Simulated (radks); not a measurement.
Values are calculated unless marked as measured or tabulated.
Task: The mean radii <r> (bohr) of the occupied orbitals of an atom or ion are listed with their occupations. Code: a radial shooting solver on a logarithmic mesh with Libxc functionals. Model: scalar-relativistic Kohn-Sham, PBEsol, spin-unpolarised, spherical densities, finite nucleus; Fermi nuclear charge, rms radius of each element as measured or else 0.836 A^(1/3) + 0.57 fm.

orbital  occ.     <r>
1s          2  0.1037
2s          2  0.5198
2p          6  0.4846
3s          2   1.747
3p          1   1.976
5d          1   13.56

Name the element and its charge.

Result: Z = 15, phosphorus, charge +1: P+ in [Ne] 3s2 3p1 5d1. The 1s radius gives Z: for a bare nucleus <r> = (2 gamma + 1)/(2Z) with gamma = sqrt(1 - (Z/c)^2), 0.0996 bohr for Z = 15, and screening makes it slightly larger (0.1037 here). The occupations add up to 14, and the charge is Z minus that.
